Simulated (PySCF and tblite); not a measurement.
C8H11ClO2Si, numbered as in [CH3:1][Si:2]([CH3:3])([CH3:4])[c:5]1[c:6]([Cl:7])[o:8][cH:9][cH:10][c:11]1=[O:12]. Search: ETKDG, MMFF94s, GFN2-xTB, 60 starts; geometries at GFN2-xTB. Energies: PBE0-D3(BJ)/6-31G*, with GFN2-xTB thermal terms (modes under about 100 cm⁻¹ blended into free rotors). Symmetry numbers and mirror images are counted. Conformers within 2.5 kcal/mol (GFN2-xTB free energy) were kept, 3 at most. GIAO shieldings: PBE0/6-31G*. Shifts are against TMS (¹H), TMS (¹³C), TMS (²⁹Si) at the same level. (PySCF 2.14, tblite 0.8.)

Torsions listed: C1–Si2–C5–C6.

Two conformers hold nearly all the population. I: 0°; δ(Si2) = 4.62 ppm. II: -60°; δ(Si2) = 1.80 ppm. The average over the ensemble at 298.15 K is 4.19 ppm.

Q: What populations and free-energy difference follow from a two-state model?

A: p(I) = (4.19 − 1.80)/(4.62 − 1.80) = 0.85, so K = p(II)/p(I) = 0.18 and G(II) − G(I) = −RT ln K = 1.02 kcal/mol. The weights computed directly are 85.0 % and 15.0 %.

Unscaled ²⁹Si shifts at such levels can be off by tens of ppm; differences between conformers or isomers are more reliable.


Conformer gaps in 6-31G* on xTB geometries can be 2 kcal/mol off for S=O, P=O and other polar bonds.